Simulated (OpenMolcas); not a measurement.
# OpenMolcas run: W⁺

Input:

```
&GATEWAY
Coord
1

W 0.0 0.0 0.0
Basis=ANO-RCC-VDZP
Group=XYZ
NoMove
AngMom=0.0 0.0 0.0
AMFI
&SEWARD
&RASSCF
FileOrb=start.orb
Symmetry=1
Spin=6
nActEl=5 0 0
Inactive=15 19
Ras2=6 0
CIRoot=6 6 1
SDav=6
CIMx=300
Iter=120 100
PrWF=0.3
OrbListing=Nothing
MaxOrb=0
Atom
>>> COPY $Project.JobIph JOB001
&RASSCF
FileOrb=start.orb
Symmetry=1
Spin=4
nActEl=5 0 0
Inactive=15 19
Ras2=6 0
CIRoot=84 84 1
SDav=84
CIMx=300
Iter=120 100
PrWF=0.3
OrbListing=Nothing
MaxOrb=0
Atom
>>> COPY $Project.JobIph JOB002
&RASSCF
FileOrb=start.orb
Symmetry=1
Spin=2
nActEl=5 0 0
Inactive=15 19
Ras2=6 0
CIRoot=150 150 1
SDav=210
CIMx=300
Iter=120 100
PrWF=0.3
OrbListing=Nothing
MaxOrb=0
Atom
>>> COPY $Project.JobIph JOB003
&RASSI
NrOfJobIphs=3 6 81 113
1 2 3 4 5 6
1 2 3 4 5 6 7 8 9 10 11 12 13 14 15 16 17 18 19 20 21 22 23 24 25 26 27
28 29 30 31 32 33 34 35 36 37 38 39 40 41 42 43 44 45 46 47 48 49 50 51
52 53 54 55 56 57 58 59 60 61 62 63 64 65 66 67 68 69 70 71 72 73 74 75
76 77 78 79 80 81
1 2 3 4 5 6 7 8 9 10 11 12 13 14 15 16 17 18 19 20 21 22 23 24 25 26 27
28 29 30 31 32 33 34 35 36 37 38 39 40 41 42 43 44 45 46 47 48 49 50 51
52 53 54 55 56 57 58 59 60 61 62 63 64 65 66 67 68 69 70 71 72 73 74 75
76 77 78 79 80 81 82 83 84 85 86 87 88 89 90 91 92 93 94 95 96 97 98 99
100 101 102 103 104 105 106 107 108 109 110 111 112 113
IphNames
JOB001
JOB002
JOB003
EJob
SpinOrbit
DIPRint=1.0
SOCoupling=1000.0
Subsets=2
Property=9
'ANGMOM' 1 'ANGMOM' 2 'ANGMOM' 3 'MLTPL  1' 1 'MLTPL  1' 2 'MLTPL  1' 3
'AMFI' 1 'AMFI' 2 'AMFI' 3
SOProperty=3
'ANGMOM' 1 'ANGMOM' 2 'ANGMOM' 3
```

Launched by
```bash
OMP_NUM_THREADS=1 MOLCAS_MEM=1689 MOLCAS_PROJECT=a pymolcas a.inp > a.log  # once for each step of the input, in one work folder
```

A driver script runs the steps one by one and writes start.orb anew before each from the orbitals found so far.

Output, cut to the results:

```
--- SEWARD ---
Basis set label: W.ANO-RCC...7S6P4D2F1G.

      Electronic valence basis set:
      ------------------
      Associated Effective Charge  74.000000 au
      Associated Actual Charge     74.000000 au
      Nuclear Model: Point charge

      Shell  nPrim  nBasis  Cartesian Spherical Contaminant
         s      24       7        X
         p      21       6        X
         d      15       4                 X
         f      11       2                 X
         g       4       1                 X
                  Relativistic Douglas-Kroll-Hess integrals:
                    - DKH order of Hamiltonian: 2
                    - DKH order of Properties : 0
                  Atomic mean-field integrals
--- RASSCF ---
Wave function specifications:
      -----------------------------

      Number of closed shell electrons          68
      Number of electrons in active shells       5
      Max number of holes in RAS1 space          0
      Max nr of electrons in RAS3 space          0
      Number of inactive orbitals               34
      Number of active orbitals                  6
      Number of secondary orbitals              28
      Spin quantum number                      2.5
      State symmetry                             1
Orbital specifications:
      -----------------------

      Symmetry species                           1   2
                                                ag  au
      Frozen orbitals                            0   0
      Inactive orbitals                         15  19
      Active orbitals                            6   0
      RAS1 orbitals                              0   0
      RAS2 orbitals                              6   0
      RAS3 orbitals                              0   0
      Secondary orbitals                        15  13
      Deleted orbitals                           0   0
      Number of basis functions                 36  32
      Number of CSFs                             6
      Number of root(s) required                 6
      Iter CI   SX   CI       RASSCF       Energy    max ROT     max BLB   max BLB  Level Ln srch  Step   QN
          iter iter root      energy       change     param      element    value   shift minimum  type update
 Nr of preliminary CI iterations:   1
      Total energies have been shifted. Add               -16000.00 au
        1   1    2    0  -127.13100120    0.00E+00   1.39E-07   19  20 2  4.00E-07   0.16   0.00    SX    NO
        2   1    2    0  -127.13100120   -3.09E-11   6.01E-08   14  27 2 -2.08E-07   0.16   0.00    SX    NO
        3   1    2    0  -127.13100120    1.09E-11   2.94E-08   14  27 2  1.83E-07   0.16   0.00    SX    NO
        4   1    2    0  -127.13100120    1.82E-12   3.14E-08   14  27 2 -1.68E-07   0.16   0.00    SX    NO
      Convergence after  4 iterations
        5   1    2    0  -127.13100120   -9.09E-12   3.14E-08   14  27 2  1.55E-07   0.16   0.00    SX    NO
      Natural orbitals and occupation numbers for root  1
      sym 1:   1.000000  -0.000000   1.000000   1.000000   1.000000   1.000000
      Natural orbitals and occupation numbers for root  2
      sym 1:   1.000000   1.000000   1.000000  -0.000000   1.000000   1.000000
      Natural orbitals and occupation numbers for root  3
      sym 1:   1.000000   1.000000  -0.000000   1.000000   1.000000   1.000000
::    RASSCF root number  1 Total energy: -16127.13415106
::    RASSCF root number  2 Total energy: -16127.13415106
::    RASSCF root number  3 Total energy: -16127.13415106
::    RASSCF root number  4 Total energy: -16127.13415106
::    RASSCF root number  5 Total energy: -16127.13415106
::    RASSCF root number  6 Total energy: -16127.11525194
--- RASSCF ---
Wave function specifications:
      -----------------------------

      Number of closed shell electrons          68
      Number of electrons in active shells       5
      Max number of holes in RAS1 space          0
      Max nr of electrons in RAS3 space          0
      Number of inactive orbitals               34
      Number of active orbitals                  6
      Number of secondary orbitals              28
      Spin quantum number                      1.5
      State symmetry                             1
Orbital specifications:
      -----------------------

      Symmetry species                           1   2
                                                ag  au
      Frozen orbitals                            0   0
...
--- RASSI ---
SPIN-FREE ENERGIES:
  (Shifted by EMIN (a.u.) =     -16127.1341510555)

 SF State       Relative EMIN(au)   Rel lowest level(eV)    D:o, cm**(-1)      L_eff

     1             0.0000000000        0.0000000000              0.0000         2.0
     2             0.0000000000        0.0000000000              0.0000         2.0
     3             0.0000000000        0.0000000000              0.0000         2.0
     4             0.0000000000        0.0000000000              0.0000         2.0
     5             0.0000000000        0.0000000000              0.0000         2.0
     6             0.0188991153        0.5142711273           4147.8764         0.0
     7             0.0499765857        1.3599321762          10968.5927         1.0
     8             0.0499765857        1.3599321762          10968.5927         1.0
     9             0.0499765857        1.3599321762          10968.5927         1.0
    10             0.0669282059        1.8212092623          14689.0433         3.0
    11             0.0669282059        1.8212092623          14689.0433         3.0
    12             0.0669282059        1.8212092623          14689.0433         3.0
    13             0.0669282059        1.8212092623          14689.0433         3.0
    14             0.0669282059        1.8212092623          14689.0433         3.0
    15             0.0669282059        1.8212092623          14689.0433         3.0
    16             0.0669282059        1.8212092623          14689.0433         3.0
    17             0.0738112561        2.0085065993          16199.6982         2.0
    18             0.0738112561        2.0085065993          16199.6982         2.0
    19             0.0738112561        2.0085065993          16199.6982         2.0
    20             0.0738112561        2.0085065993          16199.6982         2.0
    21             0.0738112561        2.0085065993          16199.6982         2.0
...
```

Levels above the lowest, from the spin-orbit matrix, grouped by J:

```tsv
Configuration	Term	J	E (cm-1)	Measured (cm-1)	g	Term weight %	Second
5d4 6s	6D	1/2	0.0	0.0	3.248	88	9 4P(1)
5d4 6s	6D	3/2	1397	1519	1.856	93	5 4P(1)
5d4 6s	6D	5/2	3070	3172	1.651	97	
5d4 6s	6D	7/2	4742	4716	1.577	96	2 4F(1)
5d4 6s	6D	9/2	6400	6147	1.539	92	6 4F(1)
5d5	6S	5/2	7786	7420	1.951	88	8 5d4 6s 4P(1)
5d4 6s	4P(1)	1/2	12227		2.499	75	10 6D
5d4 6s	4P(1)	3/2	13966		1.606	75	14 4D(1)
5d4 6s	4P(1)	5/2	16611		1.436	46	21 4D(1)
5d4 6s	4F(1)	3/2	16753		0.507	85	6 2D(1)
5d4 6s	4F(1)	7/2	17931		1.022	35	26 4H
5d4 6s	4F(1)	5/2	18008		1.085	54	19 4P(1)
5d4 6s	4D(1)	1/2	18240		0.263	79	7 4P(1)
5d4 6s	4H	9/2	18901		1.153	33	29 4G
5d4 6s	4G	5/2	19513		0.830	51	15 4F(1)
5d4 6s	4F(1)	7/2	19883		1.028	40	36 4H
5d4 6s	4D(1)	3/2	19926		1.212	76	10 4P(1)
5d4 6s	4D(1)	5/2	20826		1.250	51	18 2D(1)
5d4 6s	4H	11/2	20905		1.197	52	46 4G
5d4 6s	4G	7/2	21043		1.020	41	17 4H
5d4 6s	4F(1)	9/2	21261		1.227	57	23 4H
5d4 6s	4D(1)	7/2	22671		1.265	53	18 4F(1)
5d4 6s	4H	13/2	23197		1.220	93	7 2I
5d4 6s	4G	9/2	23223		1.096	55	33 4H
```

Against the 5 measured excited levels shown (NIST Handbook of Basic Atomic Spectroscopic Data) the mean absolute deviation is 170 cm-1; the largest miss in energy is 5d5 6S 5/2: computed 7786, measured 7420 cm-1 (+4.9 %), and the largest in proportion 5d4 6s 6D 3/2 (-8.1 %).

Some high roots are left out of the spin-orbit mixing, which shifts the levels that they would mix with. Without dynamic correlation excited terms often stand tens of per cent too high (terms of higher spin than the ground term too low), and those without a measured partner can miss by more than the paired ones. Configurations are named by rounded mean occupations; where the s occupation lies near a half they are strongly mixed, a name can repeat and a true partner stay unpaired. A single d shell beside an s shell can misplace configurations of different d count against each other. Measured partners are found by configuration, term and J. A level has none where our copy of the source lacks it or the pairing is in doubt (some pairs that miss far off the trend of their configuration count as doubtful), and it then counts in no deviation. Only configurations of the active space appear. The first state left out of the spin-orbit step lies near 42000 cm-1 above the lowest spin-free state of the reference (among the parities and spins computed), and the list stops at four fifths of that energy or lower. The table shows the lowest 24 of 51 levels.

The term weight is that of the spin-free term in the level, not the purity of its configuration. A number in round brackets counts repeated terms of one configuration in the order of the reference energies.
